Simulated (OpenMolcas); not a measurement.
Multiconfigurational calculation on Hf

Input:

```
&GATEWAY
Coord
1

Hf 0.0 0.0 0.0
Basis=ANO-RCC-VTZP
Group=XYZ
NoMove
AngMom=0.0 0.0 0.0
AMFI
&SEWARD
* reference wave functions (RASSCF and RASSI steps not shown): 4 electrons in 6 orbitals (5d 6s)
>>> COPY JOB001 $Project.JobIph
&CASPT2
Multistate=55 1 2 3 4 5 6 7 8 9 10 11 12 13 14 15 16 17 18 19 20 21 22
23 24 25 26 27 28 29 30 31 32 33 34 35 36 37 38 39 40 41 42 43 44 45 46
47 48 49 50 51 52 53 54 55
Frozen=14 16
IPEA=0.0
Imaginary=0.1
MaxIter=60
WThr=0.0 0.3 0.05
PrWF=0.5
NoMix
>>> COPY JOB002 $Project.JobIph
&CASPT2
Multistate=10 1 2 3 4 5 6 7 8 9 10
Frozen=14 16
IPEA=0.0
Imaginary=0.1
MaxIter=60
WThr=0.0 0.3 0.05
PrWF=0.5
NoMix
>>> COPY JOB003 $Project.JobIph
&CASPT2
Multistate=50 1 2 3 4 5 6 7 8 9 10 11 12 13 14 15 16 17 18 19 20 21 22
23 24 25 26 27 28 29 30 31 32 33 34 35 36 37 38 39 40 41 42 43 44 45 46
47 48 49 50
Frozen=14 16
IPEA=0.0
Imaginary=0.1
MaxIter=60
WThr=0.0 0.3 0.05
PrWF=0.5
NoMix
```

Output, cut to the results:

```
--- CASPT2 ---
Orbital specifications:
      -----------------------

      Symmetry species                           1   2
                                                ag  au
      Frozen orbitals                           14  16
      Inactive orbitals                          1   3
      Active orbitals                            6   0
      Secondary orbitals                        30  34
      Deleted orbitals                           0   0
      Number of basis functions                 51  53
Type of calculation                        MS-CASPT2
      Fock operator                              state-specific
      IPEA shift                                 0.00
      Real shift                                 0.00
      Imaginary shift                            0.10
      The input orbitals will be transformed to quasi-canonical
Reference energy:      -15064.0024418316
      E2 (Non-variational):      -0.2923594189
      Shift correction:          -0.0016917121
      E2 (Variational):          -0.2940511310
      Total energy:          -15064.2964929626
      Residual norm:              0.0000001394
      Reference weight:           0.88523
      Contributions to the CASPT2 correlation energy
      Active & Virtual Only:         -0.0551668273
      One Inactive Excited:          -0.0927764778
      Two Inactive Excited:          -0.1444161137
Reference energy:      -15064.0024418316
      E2 (Non-variational):      -0.2893161249
      Shift correction:          -0.0014050201
      E2 (Variational):          -0.2907211450
      Total energy:          -15064.2931629766
      Residual norm:              0.0000009926
      Reference weight:           0.89184
      Contributions to the CASPT2 correlation energy
      Active & Virtual Only:         -0.0530522217
      One Inactive Excited:          -0.0921233338
      Two Inactive Excited:          -0.1441405695
::    CASPT2 Root  1     Total energy: -15064.29649296
::    CASPT2 Root  2     Total energy: -15064.29316298
::    CASPT2 Root  3     Total energy: -15064.29486003
::    CASPT2 Root  4     Total energy: -15064.29677013
::    CASPT2 Root  5     Total energy: -15064.29701308
::    CASPT2 Root  6     Total energy: -15064.29797765
::    CASPT2 Root  7     Total energy: -15064.29606882
::    CASPT2 Root  8     Total energy: -15064.28554497
::    CASPT2 Root  9     Total energy: -15064.28554497
::    CASPT2 Root 10     Total energy: -15064.28554497
::    CASPT2 Root 11     Total energy: -15064.20464972
::    CASPT2 Root 12     Total energy: -15064.20488117
::    CASPT2 Root 13     Total energy: -15064.20492412
::    CASPT2 Root 14     Total energy: -15064.20491157
::    CASPT2 Root 15     Total energy: -15064.20496727
::    CASPT2 Root 16     Total energy: -15064.20497697
::    CASPT2 Root 17     Total energy: -15064.20497234
::    CASPT2 Root 18     Total energy: -15064.20470426
::    CASPT2 Root 19     Total energy: -15064.20465991
::    CASPT2 Root 20     Total energy: -15064.18765971
::    CASPT2 Root 21     Total energy: -15064.18878724
::    CASPT2 Root 22     Total energy: -15064.18979149
::    CASPT2 Root 23     Total energy: -15064.18925821
::    CASPT2 Root 24     Total energy: -15064.18987648
::    CASPT2 Root 25     Total energy: -15064.18846407
::    CASPT2 Root 26     Total energy: -15064.18950319
::    CASPT2 Root 27     Total energy: -15064.18873368
::    CASPT2 Root 28     Total energy: -15064.18954518
::    CASPT2 Root 29     Total energy: -15064.18751541
::    CASPT2 Root 30     Total energy: -15064.18830396
--- CASPT2 ---
Orbital specifications:
      -----------------------

      Symmetry species                           1   2
                                                ag  au
      Frozen orbitals                           14  16
      Inactive orbitals                          1   3
      Active orbitals                            6   0
      Secondary orbitals                        30  34
      Deleted orbitals                           0   0
      Number of basis functions                 51  53
Type of calculation                        MS-CASPT2
      Fock operator                              state-specific
      IPEA shift                                 0.00
      Real shift                                 0.00
      Imaginary shift                            0.10
      The input orbitals will be transformed to quasi-canonical
Reference energy:      -15063.9678759729
      E2 (Non-variational):      -0.2704962439
      Shift correction:          -0.0010083271
      E2 (Variational):          -0.2715045711
      Total energy:          -15064.2393805440
      Residual norm:              0.0000009722
      Reference weight:           0.92062
      Contributions to the CASPT2 correlation energy
      Active & Virtual Only:         -0.0312189519
      One Inactive Excited:          -0.1025374800
      Two Inactive Excited:          -0.1367398121
Reference energy:      -15063.9678759729
      E2 (Non-variational):      -0.2714216085
      Shift correction:          -0.0011192377
      E2 (Variational):          -0.2725408462
      Total energy:          -15064.2404168191
      Residual norm:              0.0000000892
      Reference weight:           0.91890
      Contributions to the CASPT2 correlation energy
      Active & Virtual Only:         -0.0317288113
      One Inactive Excited:          -0.1028255750
      Two Inactive Excited:          -0.1368672221
::    CASPT2 Root  1     Total energy: -15064.23938054
::    CASPT2 Root  2     Total energy: -15064.24041682
::    CASPT2 Root  3     Total energy: -15064.24057592
::    CASPT2 Root  4     Total energy: -15064.23945204
::    CASPT2 Root  5     Total energy: -15064.23685825
::    CASPT2 Root  6     Total energy: -15064.23993911
::    CASPT2 Root  7     Total energy: -15064.23930631
::    CASPT2 Root  8     Total energy: -15064.21448333
::    CASPT2 Root  9     Total energy: -15064.21448333
...
```

Levels above the lowest, from the spin-orbit matrix with the single-state CASPT2 energies, averaged by term, on its diagonal:

```csv
Configuration,Term,J,E (cm⁻¹),Measured (cm⁻¹),g,Term weight %,Second
5d² 6s²,³F,2,0.0,0.0,0.706,89,10 ¹D
5d² 6s²,³F,3,2310,2357,1.084,100,
5d² 6s²,³P,0,3480,5522,,96,3 ¹S
5d² 6s²,³P,2,4280,,1.259,56,36 ¹D
5d² 6s²,³F,4,4410,4568,1.243,97,3 ¹G
5d² 6s²,³P,1,4520,6573,1.502,99,
5d² 6s²,¹D,2,7560,,1.202,54,42 ³P
5d² 6s²,¹G,4,10720,10533,1.007,97,3 ³F
5d³ 6s,⁵F,1,12310,,0.027,94,5 ³D
5d³ 6s,⁵F,2,13060,,1.006,95,4 ³D
5d³ 6s,⁵F,3,14120,,1.249,97,
5d³ 6s,⁵F,4,15370,,1.342,97,3 ³G
5d³ 6s,⁵F,5,16600,,1.385,92,7 ³G
5d² 6s²,¹S,0,17750,20328,,89,7 5d³ 6s ³P(1)
5d³ 6s,⁵P,1,19430,,2.354,87,8 ³P(1)
5d³ 6s,⁵P,2,19590,,1.692,73,8 ³P(2)
5d³ 6s,⁵P,3,21160,,1.531,79,9 ³G
5d³ 6s,³F(1),2,21240,,0.862,72,10 ⁵P
5d³ 6s,³G,3,21470,,0.950,67,16 ³F(1)
5d³ 6s,³P(1),1,21720,,1.152,47,35 ³D
5d³ 6s,³P(1),0,21860,,,93,6 5d² 6s² ¹S
5d³ 6s,³G,4,22090,,1.048,78,10 ³H
5d³ 6s,³G,5,23220,,1.177,71,18 ³H
5d³ 6s,³D,2,23490,,1.223,48,23 ³P(1)
```

Against the 6 measured excited levels shown (NIST Handbook of Basic Atomic Spectroscopic Data) the mean absolute deviation is 1200 cm-1; the largest miss in energy is 5d² 6s² ¹S₀: computed 17750, measured 20328 cm⁻¹ (-12.7 %), and the largest in proportion 5d² 6s² ³P₀ (-36.9 %).

Term energies are means over components that CASPT2 splits; among the terms shown or strongly mixed into the levels shown the widest spread is 1200 cm-1 (5d³ 6s ³F(1)). Over all roots computed the reference weight is 0.83 to 0.92; the roots of lowest weight are the least certain, and an intruder state may touch them. Terms from blocks run as CI alone lack orbitals of their own. A single d shell beside an s shell can misplace configurations of different d count against each other. The CASPT2 spread within a term exceeds the gap to the next term for 5d³ 6s ³D and 5d³ 6s ³F(1), 5d³ 6s ³H and 5d³ 6s ¹D, so the order of their levels is uncertain, and so are names and mixing where such terms share a J. Some terms miss by over 15 % even with CASPT2, which points to a basis or an active space too small for the shells correlated. Measured partners are found by configuration, term and J. A level has none where our copy of the source lacks it or the pairing is in doubt (some pairs that miss far off the trend of their configuration count as doubtful), and it then counts in no deviation. Levels of configurations outside the active space are missing. The first state left out of the spin-orbit step lies near 38000 cm-1 above the lowest spin-free state of the reference (among the parities and spins computed), and the list stops at four fifths of that energy or lower. The table shows the lowest 24 of 39 levels.

The term weight is that of the spin-free term in the level, not the purity of its configuration. A number in round brackets counts repeated terms of one configuration in the order of the reference energies.
